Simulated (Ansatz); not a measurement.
```yaml
crystal:
  periodic: [false, false, false]
  atoms:
    - {symbol: Si, position_ang: [-0.004839, 0.004742, 0.636067]}
    - {symbol: F, position_ang: [1.468754, -0.031095, -0.200571]}
    - {symbol: F, position_ang: [-0.706395, 1.283682, -0.226960]}
    - {symbol: F, position_ang: [-0.757520, -1.257329, -0.208546]}
basis:
  gaussian: {orbitals: "6-31++G**"}
magnetization: {spin_polarized: true, initial_magnetization: 1}
hamiltonian: {xc: {name: BLYP}, dispersion: d3bj}
scf: {omitted_lower_state_checks: [starts]}
output: {forces: true}
```

```sh
$ ansatz run in.yaml --threads 4 --pin off --events-out ev --progress --plain --max-ram 3916MiB
```

Shortened log:

```
Functional definition: BLYP
687 factors; their error is unknown
mean field evaluation 1: about -16024.3619 eV, gradient 4.4e1 eV
mean field evaluation 2: about -15970.1359 eV, gradient 1.3e2 eV
mean field evaluation 4: about -16030.5985 eV, gradient 3.1e0 eV
mean field evaluation 8: about -16030.6485 eV, gradient 1.4e-1 eV
mean field evaluation 16: about -16030.6201 eV, gradient 4.8e-5 eV
mean field -16030.62014930 eV, -589.1144245421 hartree, gradient 4.8e-5 eV, S^2 0.751153; 0 other end points of the search recorded, 0 dependent functions left out
reference -16030.62043929 eV, -589.1144351990 hartree; 21, 20 occupied and 59, 60 virtual orbitals, 687 factors
Total energy: -16030.72608161 eV, -589.1183174828 hartree
Atom 0 at    -0.004839     0.004742     0.636067 Å, force     0.034300    -0.033899    -4.511255 eV/Å
Atom 1 at     1.468754    -0.031095    -0.200571 Å, force    -0.634703     0.024005     1.498878 eV/Å
Atom 2 at    -0.706395     1.283682    -0.226960 Å, force     0.289497    -0.534345     1.510008 eV/Å
Atom 3 at    -0.757520    -1.257329    -0.208546 Å, force     0.310906     0.544239     1.502368 eV/Å
Dipole moment:    -0.005023     0.004954     0.661833 e Å
Checks for a lower state left out: starts
```

Run time 0.95 s (4 threads of Arm Neoverse V2 on a shared host).

The 6-31G sets use Cartesian d functions.
